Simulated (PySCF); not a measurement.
Isomers of C4H11NOSi2, mass 145.038 u with the commonest isotopes. Method: PBE0/pcSseg-1 in PySCF (dipole) on a GFN2-xTB geometry, gas phase. One conformer each, none proved a minimum here; rigid rotors.

Problem. Order these by out-of-plane moment Σ m c² = (Ia + Ib − Ic)/2, largest first.
A. `[CH2:1]=[CH:2][CH2:3][NH:4][SiH2:5][C:6](=[O:7])[SiH3:8]` with C1–C2–C3–N4 124°, C2–C3–N4–Si5 22°, C3–N4–Si5–C6 -179°, N4–Si5–C6–O7 -175°
B. `[CH3:1][NH:2][C:3](=[O:4])[SiH2:5]/[CH:6]=[CH:7]/[SiH3:8]` with C1–N2–C3–O4 0°, N2–C3–Si5–C6 -122°, C3–Si5–C6–C7 -21°
C. `[O:1]=[CH:2][C@@:3]1([SiH3:4])[CH2:5][C@H:6]1[NH:7][SiH3:8]` with O1–C2–C3–Si4 7°, C5–C6–N7–Si8 167°

Solution. C (105.10 u·Å²), B (41.76 u·Å²), A (28.89 u·Å²).

Problem. Order these by rotational constant A, smallest first.
A. `[CH2:1]=[CH:2][CH2:3][NH:4][SiH2:5][C:6](=[O:7])[SiH3:8]` with C1–C2–C3–N4 124°, C2–C3–N4–Si5 22°, C3–N4–Si5–C6 -179°, N4–Si5–C6–O7 -175°
B. `[CH3:1][NH:2][C:3](=[O:4])[SiH2:5]/[CH:6]=[CH:7]/[SiH3:8]` with C1–N2–C3–O4 0°, N2–C3–Si5–C6 -122°, C3–Si5–C6–C7 -21°
C. `[O:1]=[CH:2][C@@:3]1([SiH3:4])[CH2:5][C@H:6]1[NH:7][SiH3:8]` with O1–C2–C3–Si4 7°, C5–C6–N7–Si8 167°

Solution. C (2050 MHz), B (2506 MHz), A (2917 MHz).

Problem. Order these by radius of gyration √(Σ m r²/M), largest first.
A. `[O:1]=[CH:2][C@@:3]1([SiH3:4])[CH2:5][C@H:6]1[NH:7][SiH3:8]` with O1–C2–C3–Si4 7°, C5–C6–N7–Si8 167°
B. `[CH2:1]=[CH:2][CH2:3][NH:4][SiH2:5][C:6](=[O:7])[SiH3:8]` with C1–C2–C3–N4 124°, C2–C3–N4–Si5 22°, C3–N4–Si5–C6 -179°, N4–Si5–C6–O7 -175°
C. `[CH3:1][NH:2][C:3](=[O:4])[SiH2:5]/[CH:6]=[CH:7]/[SiH3:8]` with C1–N2–C3–O4 0°, N2–C3–Si5–C6 -122°, C3–Si5–C6–C7 -21°

Solution. C (2.643 Å), B (2.576 Å), A (2.241 Å).

```json
{"SMILES": "CNC(=O)[SiH2]/C=C/[SiH3]", "point group": "C1", "Ia (u·Å²)": "201.64", "Ib (u·Å²)": "853.32", "Ic (u·Å²)": "971.45", "κ": "-0.93", "μa (D)": "1.88", "μb (D)": "1.13", "μc (D)": "2.58"}
{"SMILES": "O=C[C@@]1([SiH3])C[C@H]1N[SiH3]", "point group": "C1", "Ia (u·Å²)": "246.48", "Ib (u·Å²)": "587.15", "Ic (u·Å²)": "623.43", "κ": "-0.92", "μa (D)": "1.72", "μb (D)": "2.07", "μc (D)": "1.31"}
{"SMILES": "C=CCN[SiH2]C(=O)[SiH3]", "point group": "C1", "Ia (u·Å²)": "173.23", "Ib (u·Å²)": "818.32", "Ic (u·Å²)": "933.78", "κ": "-0.94", "μa (D)": "2.09", "μb (D)": "2.51", "μc (D)": "0.54"}
```
